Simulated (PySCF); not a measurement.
C5H10OS2.
SMILES: `C1CC[S@](C[C@@H]1S)=O`

Theory: PySCF, TDDFT PBE0/def2-SVPD, vertical, gas phase, core orbitals frozen in the response. Isolated species at its GFN2-xTB geometry (one conformer only).

```csv
state,E (eV),λ (nm),ν̃ (cm⁻¹),f,"main configurations (H = HOMO, L = LUMO)"
S1,5.45,227.5,43960,0.0037,"H-1→L (78%), H→L (9%)"
S2,5.75,215.6,46380,0.0096,"H→L (54%), H→L+1 (20%), H→L+2 (9%)"
S3,5.94,208.6,47940,0.054,"H→L+1 (65%), H→L+3 (14%), H→L (12%)"
S4,6.03,205.6,48640,0.015,H-1→L+1 (88%)
S5,6.25,198.4,50410,0.017,"H→L+2 (60%), H→L (20%), H→L+3 (9%)"
S6,6.38,194.2,51480,0.055,"H→L+3 (62%), H→L+2 (20%)"
```

Triplets, Tamm–Dancoff:

| state | E (eV) | λ (nm) | main configurations (H = HOMO, L = LUMO) |
| --- | --- | --- | --- |
| T1 | 4.97 | 249.3 | H-1→L (74%), H-1→L+4 (11%) |
| T2 | 5.12 | 242.0 | H→L+1 (56%), H→L+2 (11%) |

The lowest singlet lies at 5.45 eV (227 nm, ultraviolet) and is very weak; its leading configuration is HOMO-1→LUMO (78%). The largest oscillator strength of a single state is 0.055. Löwdin shares by element: HOMO oxygen 45%, sulfur 29% or more, carbon 14% or more; LUMO sulfur 43%, hydrogen 10% or more, carbon 7% or more (atoms not listed hold the other 40%). The oscillator strengths of these states sum to 0.155; summed over the whole spectrum of an exact calculation they would give the number of electrons, 80 (Thomas–Reiche–Kuhn). Orbital energies (eV): HOMO-3 -9.17, HOMO-2 -7.93, HOMO-1 -7.05, HOMO -6.90, LUMO -0.02, LUMO+1 0.19, LUMO+2 0.53. The listed states span 0.93 eV, and the widest gap between neighbours is 0.30 eV (S1 to S2). Only the lowest 6 singlets were computed, as vertical energies without vibronic structure.
